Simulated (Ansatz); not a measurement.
CH4FOSi (`C[SiH]([O])F`) radical, relaxed with UKS PBE0-D4/def2-TZVP in the Gaussian-basis code of Ansatz from a PBE-D4/def2-SVP geometry. The force threshold is 0.005 eV/Å; the program also tests the step.

The species carries charge 0 and has multiplicity 2.

Start:

```xyz
8

C     0.943    0.117   -0.328
Si   -0.833   -0.092    0.276
O    -0.959    0.688    1.728
F    -1.162   -1.695    0.314
H     1.647   -0.301    0.418
H     1.171    1.186   -0.493
H     1.048   -0.443   -1.279
H    -1.855    0.540   -0.635
```

```json
{"step": "1", "energy (eV)": "-13738.2284", "largest force (eV/Å)": "0.921", "largest move (Å)": "0.000"}
{"step": "2", "energy (eV)": "-13738.2795", "largest force (eV/Å)": "0.551", "largest move (Å)": "0.033"}
{"step": "3", "energy (eV)": "-13738.2944", "largest force (eV/Å)": "0.057", "largest move (Å)": "0.022"}
{"step": "4", "energy (eV)": "-13738.2948", "largest force (eV/Å)": "0.034", "largest move (Å)": "0.004"}
{"step": "5", "energy (eV)": "-13738.2949", "largest force (eV/Å)": "0.008", "largest move (Å)": "0.007"}
{"step": "6", "energy (eV)": "-13738.2949", "largest force (eV/Å)": "0.002", "largest move (Å)": "0.002"}
```

End:

```xyz
8

C     0.932    0.110   -0.327
Si   -0.818   -0.093    0.249
O    -0.958    0.670    1.700
F    -1.152   -1.650    0.325
H     1.626   -0.299    0.409
H     1.165    1.164   -0.484
H     1.066   -0.432   -1.267
H    -1.862    0.529   -0.604
```

It took 62 s on 2 threads of an AMD EPYC 7R13 on a shared host, with 0.57 GiB of host memory at the peak.
